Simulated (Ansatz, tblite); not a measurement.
Spin states of Sn2Te, each relaxed with r2SCAN-D4/def2-SVP in Ansatz. Electronic energies in the gas phase.

In the def2 sets Sn, Te take a core potential; there is no spin–orbit coupling. The xTB rows come from tblite. Correlated methods freeze 12 core orbitals; core or outer-core shells of Sn, Te are correlated, in sets that lack core-valence functions. The structure comes from a short search, and lower isomers may exist.

Singlet geometry (C2v within 0.1 Å):

```xyz
3

Sn    0.346   -0.344   -1.594
Sn   -0.780   -1.051    1.033
Te    0.433    1.394    0.561
```

Triplet geometry:

```xyz
3

Sn    0.561   -1.324   -0.795
Sn   -0.572    1.296   -0.832
Te    0.012    0.028    1.627
```

Quintet geometry (C2v within 0.1 Å):

```xyz
3

Sn   -0.2135    1.0344    1.4541
Sn   -1.0839   -1.3766   -0.4000
Te    1.2974    0.3422   -1.0541
```

⟨S²⟩: triplet 2.01 at PBE0-D4/def2-TZVP (pure 2.00), quintet 6.01 at PBE0-D4/def2-TZVP (pure 6.00).

Run but left out: HF/def2-TZVP (singlet: restricted singlet, unstable towards broken spin symmetry).

Only these spin states were relaxed.

Task: Estimate which spin state lies lowest at each of these levels, and by how much: GFN1-xTB; GFN2-xTB; PBE-D4/def2-TZVP; r2SCAN-D4/def2-TZVP; PBE0-D4/def2-TZVP; r2SCAN0-D4/def2-TZVP; CAM-B3LYP-D4/def2-TZVP; MP2/def2-TZVP.

Result: 
```json
{"level": "GFN1-xTB", "triplet − singlet (kJ/mol)": "125.0", "quintet − singlet (kJ/mol)": "446.2", "lowest of these": "singlet", "remarks": "–"}
{"level": "GFN2-xTB", "triplet − singlet (kJ/mol)": "126.7", "quintet − singlet (kJ/mol)": "392.6", "lowest of these": "singlet", "remarks": "–"}
{"level": "PBE-D4/def2-TZVP", "triplet − singlet (kJ/mol)": "59.0", "quintet − singlet (kJ/mol)": "266.9", "lowest of these": "singlet", "remarks": "–"}
{"level": "r2SCAN-D4/def2-TZVP", "triplet − singlet (kJ/mol)": "47.7", "quintet − singlet (kJ/mol)": "242.5", "lowest of these": "singlet", "remarks": "–"}
{"level": "PBE0-D4/def2-TZVP", "triplet − singlet (kJ/mol)": "59.6", "quintet − singlet (kJ/mol)": "249.2", "lowest of these": "singlet", "remarks": "–"}
{"level": "r2SCAN0-D4/def2-TZVP", "triplet − singlet (kJ/mol)": "49.2", "quintet − singlet (kJ/mol)": "228.9", "lowest of these": "singlet", "remarks": "–"}
{"level": "CAM-B3LYP-D4/def2-TZVP", "triplet − singlet (kJ/mol)": "66.9", "quintet − singlet (kJ/mol)": "245.3", "lowest of these": "singlet", "remarks": "–"}
{"level": "MP2/def2-TZVP", "triplet − singlet (kJ/mol)": "81.7", "quintet − singlet (kJ/mol)": "284.3", "lowest of these": "singlet", "remarks": "restricted SCF unstable (singlet)"}
```

Change of the quintet − singlet gap on mixing in exact exchange, in kJ/mol: PBE to PBE0 (25 % exact exchange) -17.7; r2SCAN to r2SCAN0 (25 % exact exchange) -13.6. The xTB methods have no term that favours high spin, so they put low spin too low.
